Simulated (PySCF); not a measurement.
KI, SMILES [K][I]. Geometry: PBE0-D3(BJ)/def2-TZVPD. The def2 effective core potentials stand for the cores of I; spin–orbit coupling is left out.

Computed with PBE0-D3(BJ)/def2-TZVPD (PySCF).

Harmonic wavenumbers (cm⁻¹): 182. Rotational constants (GHz): 1.790 (linear); symmetry number 1.

Problem. Work out the zero-point energy and the ideal-gas rigid-rotor harmonic-oscillator thermochemistry at 298.15 K and 1 atm.

Solution. ZPE = ½ Σ hcν = ½ × 182 cm⁻¹ = 1.09 kJ/mol. H − E(el) = 11.31 kJ/mol. Entropy in J/(mol K): translation 172.50, rotation 76.09, vibration 9.67, total 258.26. G − E(el) = -65.69 kJ/mol. Cp = 36.90 J/(mol K).
